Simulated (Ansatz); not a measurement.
Input file for Ansatz (a first-principles code): R-SVWN5/def2-TZVPP on H2S2Se (SMILES S[Se]S), a point of a torsion scan.

Ansatz 0.2 input:
```yaml
crystal:
  periodic: [false, false, false]
  atoms:
    - {symbol: S, position_ang: [1.96480437, -0.36646395, -0.40658085]}
    - {symbol: Se, position_ang: [-0.08808741, -1.26835215, -0.51167471]}
    - {symbol: S, position_ang: [0.37789182, -3.34816265, -0.78182897]}
    - {symbol: H, position_ang: [1.49022177, 0.86490030, -0.24581739]}
    - {symbol: H, position_ang: [0.49565752, -3.69209136, 0.50861491]}
basis:
  gaussian:
    orbitals: def2-TZVPP
hamiltonian:
  xc: {name: SVWN5}
scf: {lower_state_search: off}
```

It printed:

```
WARN ansatz: RAYON_NUM_THREADS=1 ignored (pool sized by the plan → 1); use --threads N
Functional definition: SVWN5
these checks for a lower state are left out or cut short: stability, starts, cluster_reference, orbital_swaps, neighbouring_geometries, increment
integrals: 0.09 GiB planned
1073 factors; their error is unknown
mean field: 0.52 GiB planned
mean field evaluation 1: about -86885.6270 eV, gradient 2.5e1 eV
mean field evaluation 2: about -86884.0799 eV, gradient 3.6e1 eV
mean field evaluation 4: about -86886.8895 eV, gradient 2.8e0 eV
mean field evaluation 8: about -86886.8723 eV, gradient 1.9e-1 eV
mean field evaluation 16: about -86886.8724 eV, gradient 1.2e-5 eV
mean field -86886.87238878 eV, -3193.0336662503 hartree, gradient 3.0e-6 eV, S^2 0.000000; 0 other end points of the search recorded, 0 dependent functions left out
reference -86886.87241811 eV, -3193.0336673282 hartree; 34, 34 occupied and 126, 126 virtual orbitals, 1073 factors
Total energy: -86886.87241811 eV, -3193.0336673282 hartree
Checks for a lower state left out: stability, starts, cluster_reference, orbital_swaps, neighbouring_geometries, increment
```

The run converged.

Cost: about 1.3 core-seconds (a rough figure).
